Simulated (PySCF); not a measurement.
Cartesian coordinates (Å):
SMILES: [O]C(O)=O
```xyz
5

O     -1.4379    -0.6497     0.0037
C     -0.3704     0.0076    -0.0002
O     -0.4947     1.2446    -0.0086
O      0.7920    -0.6271     0.0046
H      1.5109     0.0246     0.0006
```
Charge 0, spin multiplicity 2.

Task: What total energy, highest occupied spin orbital and dipole moment does M06-2X/def2-TZVP // B3LYP-D3(BJ)/def2-TZVP in PySCF give?

Result: 
The total energy is -264.3351 Ha, the highest occupied spin orbital comes out as -10.88 eV and the dipole moment comes out as 2.77 D.
